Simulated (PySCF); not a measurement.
C2H9BO2Si.
Atom-mapped SMILES: `[OH:1][B:2]([OH:3])[CH2:4][CH2:5][SiH3:6]` (hydrogens: H7 on O1; H8 on O3; H9, H10 on C4; H11, H12 on C5; H13, H14, H15 on Si6)

Geometry (PBE0-D3(BJ)/def2-SVP, Å), atoms numbered from 1 in this order:
```xyz
15
C2H9BO2Si angstrom
O     -2.7636    1.0963    0.8751
B     -1.8291    0.1390    0.6208
O     -2.2253   -1.1443    0.8263
C     -0.3627    0.5064    0.1183
C      0.5761   -0.6831   -0.1116
Si     2.3122   -0.1958   -0.6689
H     -2.4363    1.9845    0.7137
H     -1.5238   -1.7705    0.6271
H     -0.4558    1.1011   -0.8100
H      0.0833    1.2047    0.8516
H      0.1623   -1.3678   -0.8744
H      0.6850   -1.2801    0.8124
H      2.2447    0.5582   -1.9596
H      2.9467    0.6878    0.3588
H      3.1736   -1.4032   -0.8623
```

Computed, not measured: PySCF, PBE0-D3(BJ)/def2-SVP geometry optimisation, gas phase.

Masses are those of the commonest isotopes; rigid-rotor values at the optimised geometry. The values belong to one conformer with, in the numbering `[OH:1][B:2]([OH:3])[CH2:4][CH2:5][SiH3:6]`, H–O1–B2–O3 180°, O1–B2–O3–H 180°, O1–B2–C4–C5 179°, B2–C4–C5–Si6 -179°.

(1) What are A, B and C (MHz)?

(2) Classify the top.

(3) Is it planar, by Δ = Ic − Ia − Ib?

(4) Give the other two planar moments, Paa and Pbb, and the rms extents of the mass along the axes.

(5) Which types of transition are allowed, and where do some lines up to J = 5 fall?

Answers

(1) Ia = 68.44, Ib = 469.13, Ic = 525.38 u·Å²; 505379 MHz·u·Å²/I gives A = 7384, B = 1077, C = 961.9 MHz.

(2) A near-prolate asymmetric top; Ray's κ = -0.964.

(3) Not planar: Δ = Ic − Ia − Ib = -12.19 u·Å². For a rigid frame Δ = −2 Σ m c², so Σ m c² = 6.09 u·Å² lies off the ab plane: 6.09 from hydrogen and 0.01 from heavier atoms. The atom farthest from that plane is 1.22 Å away.

(4) Paa = Σ m a² = (Ib + Ic − Ia)/2 = 463.03 and Pbb = Σ m b² = (Ia + Ic − Ib)/2 = 62.35 u·Å². With the mass M = 104.05 u, the rms extents √(P/M) along a, b and c are 2.11, 0.77, 0.24 Å.

(5) The dipole components are |μa| = 1.86 D, |μb| = 0.76 D, |μc| = 0.05 D. The squared components, which scale the intensities, stand as 1.00 : 0.17 : 0.00 (a : b : c). Some lines, for components of 0.1 D or more:

```tsv
type	branch	J(Ka,Kc)	MHz	lower level (cm⁻¹)
a	R	3(2,2) ← 2(2,1)	6118	1.053
a	R	3(2,1) ← 2(2,0)	6124	1.053
a	R	3(1,2) ← 2(1,1)	6290	0.422
b	R	3(1,3) ← 2(0,2)	12136	0.204
b	Q	2(2,0) ← 2(1,1)	18922	0.422
b	Q	3(2,2) ← 3(1,3)	19440	0.609
b	Q	4(2,3) ← 4(1,4)	19673	0.873
b	Q	5(2,4) ← 5(1,5)	19964	1.203
b	R	2(2,1) ← 1(1,0)	23114	0.282
b	R	2(2,0) ← 1(1,1)	23231	0.278
b	Q	3(3,1) ← 3(2,2)	31823	1.257
b	Q	4(3,2) ← 4(2,3)	31827	1.529
b	R	3(3,0) ← 2(2,1)	37940	1.053
b	R	5(3,3) ← 4(2,2)	42005	1.530
b	R	5(3,2) ← 4(2,3)	42029	1.529
```

No frequency check. These are rigid-rotor constants of the computed structure; measured ground-state constants (B0) also hold zero-point vibration. A rigid rotor knows nothing of internal rotation, which can split or shift real lines. Quadrupole hyperfine structure (11B) is left out.
